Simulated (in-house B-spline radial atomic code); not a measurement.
The numbers below are computed, except where a source is named.
# Extrapolating the RPA correlation energy in partial waves: Kr⁶⁺

All-electron RPA on r2SCAN orbitals from an all-electron radial atomic-structure program (B-spline basis), scalar-relativistic (spin-free one-electron X2C), finite nucleus, configuration [Ar] 3d10 4s2. With empty states up to angular momentum L the sums are:

```
L  E_c(L) (hartree)
4         -2.022430
5         -2.145523
6         -2.205391
7         -2.237021
8         -2.254364
9         -2.264641
```

For large l each further wave adds A/(l + 1/2)⁴, because the basis must build the cusp where two electrons meet.

Question: Estimate the limit from L = 8 and L = 9.

Answer: Wave 9 adds -0.010277, against a sum of (l + 1/2)⁻⁴ of 1.22774e-04, so A = -83.707. The sum over l > 9 is ζ(4, 10.5) = 3.3168e-04, close to 1/(3 × 10³) = 3.3333e-04. The tail is -0.027764 and the limit -2.29240 hartree.

Question: How good is the estimate?

Answer: A run to L = 11 sums to -2.27534 and extrapolates to -2.28961 hartree, 1.05 millihartree from the run before, so it has not settled and is itself too deep. The estimate differs from that by -2.80 millihartree, while the bare sum at L = 9 misses 25.0 millihartree (1.1 %).
